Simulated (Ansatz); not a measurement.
Stretching the Mg1–H2 bond in H4MgSi (SMILES [MgH][SiH3]) (multiplicity 1 held, fragments rigid). Energies count from the point at 1.702 Å.
Geometry at that point (charge 0, multiplicity 1):
```csv
atom,x (Å),y (Å),z (Å)
Mg,-1.2739,-0.6992,-0.1785
H,-2.7546,-1.5120,-0.3860
Si,0.9718,0.5334,0.1362
H,1.6131,0.2497,1.4524
H,0.8377,2.0169,0.0636
H,1.9863,0.1688,-0.8943
```

Signs of static correlation in def2-TZVPPD, with CASSCF(2,2), from Ansatz (a program for electronic structure) runs.

```tsv
R (Å)	T1 of restricted CCSD	⟨S²⟩ of UHF	largest double amplitude of restricted CCSD	weight of the CASSCF reference in MRCISD	CASSCF natural occupations
1.361	0.012	0.000	0.022	0.905	1.98 0.02
1.532	0.013	0.000	0.023	0.905	1.97 0.03
1.702	0.013	0.000	0.026	0.905	1.97 0.03
1.872	0.013	0.000	0.032	0.905	1.96 0.04
2.042	0.014	0.000	0.041	0.905	1.95 0.05
2.297	0.016	0.000	(withheld)	0.905	1.92 0.08
2.553	0.020	0.270	(withheld)	0.905	1.89 0.11
2.978	0.033	0.713	0.199	0.905	1.79 0.21
3.404	0.055	0.892	0.324	0.906	1.64 0.36
3.914	0.091	0.972	0.524	0.906	1.43 0.57
4.595	0.135	1.002	0.811	0.906	1.21 0.79
5.446	0.162	1.009	1.049	0.906	1.08 0.92
```

Task: What belongs in the gaps?

Result: 
- 2.297, largest double amplitude of restricted CCSD: 0.067
- 2.553, largest double amplitude of restricted CCSD: 0.107

Doubts at one or more of the structures used: a restricted determinant that unrestricted orbitals would lower (R-CCSD(T)/def2-TZVPPD); T1 above 0.05 (R-CCSD(T)/def2-TZVPPD, U-CCSD(T)/def2-TZVPPD); other coupled-cluster roots lie near (R-CCSD(T)/def2-TZVPPD); a spin-contaminated determinant (U-CCSD(T)/def2-TZVPPD).
